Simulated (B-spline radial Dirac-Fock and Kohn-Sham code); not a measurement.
Nd²⁺ 4d5/2: cross section and angular parameters

System: the Nd²⁺ ion, [Xe] 4f4; threshold 137.9 eV (orbital energy of the model). Level of theory: Dirac-Hartree-Slater photoionisation with a Latter tail; cross sections with all multipoles, angular parameters from the dipole term and its interference with E2; a radial atomic solver.

For linearly polarised light dσ/dΩ = σ/(4π) [1 + β P₂(cos θ) + (δ + γ cos²θ) sin θ cos φ], with θ from the polarisation vector and φ the angle between the beam and the projection of the electron momentum on the plane normal to the polarisation.

```tsv
hν (eV)	σ (kb)	β	γ	δ
232	339	-0.815	-0.178	0.143
314	513	0.142	0.132	0.054
360	528	0.434	0.143	0.029
371	526	0.489	0.140	0.025
503	436	0.902	0.057	0.003
703	284	1.157	-0.026	0.002
711	279	1.163	-0.027	0.003
800	230	1.220	-0.037	0.005
1220	101	1.332	0.022	0.019
1253.6	95.1	1.335	0.031	0.020
1440	69.6	1.344	0.084	0.025
1580	55.9	1.345	0.127	0.029
2000	31.1	1.328	0.261	0.041
2240	23.2	1.312	0.335	0.048
2930	11.1	1.257	0.532	0.067
3180	8.77	1.236	0.596	0.073
3630	5.95	1.198	0.704	0.086
4630	2.83	1.120	0.909	0.115
5414.7	1.72	1.065	1.043	0.137
8047.8	0.460	0.916	1.380	0.213
12000	?	?	?	?
15000	0.0487	0.675	1.853	0.400
```

Question: Give the values at 12000 eV.

Answer: σ = 0.111 kb, β = 0.761, γ = 1.697, δ = 0.322.

Values without a named source are computed, but for edge energies of neutral atoms, which are taken from tables.
